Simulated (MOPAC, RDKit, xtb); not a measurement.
Noncovalent pair: H2O (SMILES O) (first 3 atoms) with SiH4 (SMILES [SiH4]); geometry from B3LYP-D3(BJ)/def2-TZVP, rigid monomers moved along the line of their centres of mass till O1···Si4 is 2.82 Å.
(charge 0, multiplicity 1):
```xyz
8

O      0.46462     0.31230     0.34750
H      0.07304    -0.46952    -0.05624
H     -0.11752     1.04179     0.10951
Si    -0.14047    -0.06527     3.07536
H     -0.52896    -1.28013     2.32481
H     -0.50274    -0.27011     4.50067
H     -0.89551     1.10508     2.57476
H      1.31398     0.16831     2.98149
```

Monomers are frozen at their geometry in the pair; levels with a basis set take the counterpoise correction.

The state reached by AM1, PM6 isn't checked.

Codes used: MOPAC for AM1, PM6 (differences of heats of formation); RDKit for the force fields; xtb for the GFN methods. Each number belongs to the level named beside it.

Question: One of these levels gives 1.41 kcal/mol for the interaction energy. Which?
A) MMFF94
B) GFN-FF
C) AM1
D) PM6

Answer: B, GFN-FF. The others give 7.81 (MMFF94), 2.64 (AM1), 0.02 (PM6)
